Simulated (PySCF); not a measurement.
# Ag(2+): excitation energy

Ag(2+) [Kr] 4d9 (2D) → Ag(2+) [Kr] 4d8 5s1 (4F), as a difference of total energies. All numbers are calculated (PySCF 2.14, a scalar-relativistic core potential, in def2-TZVPPD with the def2 core potential (28 electrons)). Correlated levels: valence: 4s2 4p6 frozen. The calculations carry no spin-orbit coupling.

```json
{"method": "UHF", "excitation energy (cm⁻¹)": "60707"}
{"method": "MP2 (valence)", "excitation energy (cm⁻¹)": "67993"}
{"method": "SCS-MP2 (valence)", "excitation energy (cm⁻¹)": "68933"}
{"method": "CCSD (valence)", "excitation energy (cm⁻¹)": "66717"}
{"method": "CCSD(T) (valence)", "excitation energy (cm⁻¹)": "66960"}
```
